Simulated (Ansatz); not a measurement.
The first iterations of a band of BFH2O + H2O (8 atoms, charge 0, multiplicity 1).

Computed with Ansatz, RKS PBE0-D4/cc-pVDZ.

```
movable images  : 5
climbing image  : yes
spring          : 5.0 eV/Å²
optimiser       : quadratic models (default)
start path      : through a guess of the saddle point
force threshold : 0.03 eV/Å
iteration limit : 60
end points      : relaxed
```

Initial state:

```xyz
8
Properties=species:S:1:pos:R:3
B 0.033 -0.133 0.005
F 0.018 -0.670 1.268
H 1.084 0.047 -0.549
O -1.104 -0.279 -0.754
H -1.808 -0.686 -0.233
O -0.203 1.788 0.646
H -1.074 1.977 0.268
H -0.369 1.650 1.589
```

Final state:

```xyz
8
Properties=species:S:1:pos:R:3
B -0.586 0.079 -0.222
F 1.243 1.003 2.494
H 0.276 -0.745 -0.062
O -1.550 0.019 -1.176
H -1.477 -0.769 -1.724
O -0.585 1.159 0.621
H -1.305 1.777 0.437
H 0.562 1.172 1.873
```

| iteration | highest image above the first end (eV) | largest band force component (eV/Å) |
| --- | --- | --- |
| 1 | 3.590 | 9.624 |
| 2 | 1.570 | 3.477 |
| 3 | 1.266 | 1.634 |
| 4 | 1.200 | 2.562 |
| 5 | 0.860 | 2.253 |
| 6 | 0.515 | 1.121 |
| 7 | 0.386 | 1.199 |
| 8 | 0.408 | 1.028 |

Q: Does the band converge within its limit, and where does its top end?

A: The run converged. It ended after 24 iterations with the highest image 0.750 eV above the first end. A structure lower than the first end lies on the path between it and the top, so the climb from that side starts below the end, which may itself be a saddle point or a shallow side well. A vibrational analysis at the climbing image gives one clearly imaginary mode, 911i cm⁻¹: a first-order saddle point. The orbitals stay closed-shell, which can raise the energy where a bond breaks towards radicals; this wasn't checked here.

The run took 5.7 min on 1 thread of Intel(R) Xeon(R) Platinum 8175M CPU @ 2.50GHz (Skylake/Cascade Lake) (shared host), peak memory 0.16 GiB.
